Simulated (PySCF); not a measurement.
F4Te (SMILES F[Te](F)(F)F), singlet, geometry from GFN2-xTB (core potentials on Te), with bond 2-1 at 1.3 times its length; PySCF with SVWN5/def2-SVP.

Here is a job for PySCF.
```python
from pyscf import gto, scf, dft

mol = gto.Mole()
mol.atom = '''
    Te   -0.005252   -0.001647    0.346673
    F     1.333488    1.838943   -0.726227
    F     1.419325   -1.014789   -0.484197
    F    -1.009376   -1.409432   -0.522865
    F    -1.404153    1.019549   -0.517302
'''
mol.basis = 'def2-svp'
mol.ecp = {'Te': 'def2-svp'}
mol.charge = 0
mol.spin = 0
mol.verbose = 4
mol.build()

mf = dft.RKS(mol)
mf.xc = 'lda,vwn'
mf.DIIS = scf.EDIIS
mf.kernel()
mf.analyze()
```

### Question
Predict the main parts of the log of this PySCF run.

### Answer

```
PySCF version 2.14.0

[INPUT] verbose = 4
[INPUT] num. atoms = 5
[INPUT] num. electrons = 60
[INPUT] charge = 0
[INPUT] spin (= nelec alpha-beta = 2S) = 0
[INPUT] symmetry False subgroup None
[INPUT] Mole.unit = angstrom
[INPUT] Symbol           X                Y                Z      unit          X                Y                Z       unit  Magmom
[...]
nuclear repulsion = 310.352938933316
number of shells = 34
number of NR pGTOs = 157
number of NR cGTOs = 82
basis = def2-svp
ecp = {'Te': 'def2-svp'}

******** <class 'pyscf.dft.rks.RKS'> ********
method = RKS
initial guess = minao
damping factor = 0
level_shift factor = 0
DIIS = <class 'pyscf.scf.diis.EDIIS'>
diis_start_cycle = 1
diis_space = 8
diis_damp = 0
SCF conv_tol = 1e-09
SCF conv_tol_grad = None
SCF max_cycles = 50
direct_scf = True
direct_scf_tol = 1e-13
XC library pyscf.dft.libxc version 7.1.2
    S. Lehtola, C. Steigemann, M. J. T. Oliveira, and M. A. L. Marques,  SoftwareX 7, 1–5 (2018)
XC functionals = lda,vwn
    P. A. M. Dirac,  Math. Proc. Cambridge Philos. Soc. 26, 376 (1930)
    F. Bloch,  Z. Phys. 57, 545 (1929)
    S. H. Vosko, L. Wilk, and M. Nusair,  Can. J. Phys. 58, 1200 (1980)
radial grids:
    Treutler-Ahlrichs [JCP 102, 346 (1995); DOI:10.1063/1.469408] (M4) radial grids

becke partition: Becke, JCP 88, 2547 (1988); DOI:10.1063/1.454033
pruning grids: <function nwchem_prune>
grids dens level: 3
symmetrized grids: False
atomic radii adjust function: <function treutler_atomic_radii_adjust>
small_rho_cutoff = 0
Set gradient conv threshold to 3.16228e-05
Initial guess from minao.
tot grids = 79008
init E= -636.638944902297
[...]
cycle= 1 E= -652.951318780262  delta_E= -16.3  |g|= 5.55  |ddm|= 9.13
[...]
cycle= 2 E= -552.501419098357  delta_E=  100  |g|= 25.7  |ddm|= 16.9
[...]
cycle= 3 E= -632.198899384127  delta_E= -79.7  |g|= 6.29  |ddm|= 21.1
[...]
cycle= 4 E= -638.981484732463  delta_E= -6.78  |g|= 4.29  |ddm|= 11.5
[...]
cycle= 5 E= -638.981484723571  delta_E= 8.89e-09  |g|= 4.29  |ddm|= 1.4e-08
[...]
cycle= 6 E= -638.981484761937  delta_E= -3.84e-08  |g|= 4.29  |ddm|= 6.03e-08
[...]
cycle= 7 E= -638.98148473203  delta_E= 2.99e-08  |g|= 4.29  |ddm|= 4.7e-08
[...]
cycle= 8 E= -638.981484771452  delta_E= -3.94e-08  |g|= 4.29  |ddm|= 6.19e-08
[...]
cycle= 9 E= -638.98148472836  delta_E= 4.31e-08  |g|= 4.29  |ddm|= 6.77e-08
[...]
cycle= 10 E= -638.981484730874  delta_E= -2.51e-09  |g|= 4.29  |ddm|= 3.95e-09
[...]
[...]
[...]
cycle= 28 E= -635.062911917535  delta_E= 3.07e-09  |g|= 5.39  |ddm|= 3.92e-09
[...]
cycle= 29 E= -462.796238074242  delta_E=  172  |g|= 9.97  |ddm|= 25.8
[...]
cycle= 30 E= -631.49384840108  delta_E= -169  |g|=  6.5  |ddm|= 23.1
[...]
cycle= 31 E= -634.589606489538  delta_E= -3.1  |g|= 5.56  |ddm|= 7.85
[...]
cycle= 32 E= -634.589606491671  delta_E= -2.13e-09  |g|= 5.56  |ddm|= 2.7e-09
[...]
cycle= 33 E= -634.589606487648  delta_E= 4.02e-09  |g|= 5.56  |ddm|= 5.1e-09
[...]
cycle= 34 E= -634.58960649816  delta_E= -1.05e-08  |g|= 5.56  |ddm|= 1.33e-08
[...]
cycle= 35 E= -634.589606489303  delta_E= 8.86e-09  |g|= 5.56  |ddm|= 1.12e-08
[...]
cycle= 36 E= -634.589606527951  delta_E= -3.86e-08  |g|= 5.56  |ddm|= 4.9e-08
[...]
cycle= 37 E= -634.589606489576  delta_E= 3.84e-08  |g|= 5.56  |ddm|= 4.87e-08
[...]
cycle= 38 E= -461.728182381126  delta_E=  173  |g|= 9.92  |ddm|= 25.7
[...]
cycle= 39 E= -632.000402605561  delta_E= -170  |g|= 6.37  |ddm|= 23.7
[...]
cycle= 40 E= -634.289828135159  delta_E= -2.29  |g|= 5.67  |ddm|= 6.11
[...]
cycle= 41 E= -634.289828351123  delta_E= -2.16e-07  |g|= 5.67  |ddm|= 2.73e-07
[...]
cycle= 42 E= -634.289828248486  delta_E= 1.03e-07  |g|= 5.67  |ddm|= 1.3e-07
[...]
cycle= 43 E= -634.289828502134  delta_E= -2.54e-07  |g|= 5.67  |ddm|= 3.21e-07
[...]
cycle= 44 E= -634.289828340665  delta_E= 1.61e-07  |g|= 5.67  |ddm|= 2.04e-07
[...]
cycle= 45 E= -634.289828790795  delta_E= -4.5e-07  |g|= 5.67  |ddm|= 5.7e-07
[...]
cycle= 46 E= -634.289828349663  delta_E= 4.41e-07  |g|= 5.67  |ddm|= 5.59e-07
[...]
cycle= 47 E= -461.094139177769  delta_E=  173  |g|= 9.87  |ddm|= 25.6
[...]
cycle= 48 E= -632.337837529175  delta_E= -171  |g|= 6.28  |ddm|= 24.2
[...]
cycle= 49 E= -634.07009642147  delta_E= -1.73  |g|= 5.75  |ddm|= 4.73
[...]
cycle= 50 E= -634.070096373635  delta_E= 4.78e-08  |g|= 5.75  |ddm|= 6.06e-08
SCF not converged.
SCF energy = -634.070096373635
**** SCF Summaries ****
Total Energy =                        -634.070096373634897
Nuclear Repulsion Energy =             310.352938933316352
One-electron Energy =                -1663.796426013004975
Two-electron Energy =                  719.373390706053669
Two-electron Coulomb Energy =          781.210633770016557
DFT Exchange-Correlation Energy =      -61.837243063962880
HOMO-LUMO gap [eV] =                     3.107909885799916
**** MO energy ****
[...]
Dipole moment(X, Y, Z, Debye): 63.70718, 88.12631, -18.53312
```

Convergence was not reached.
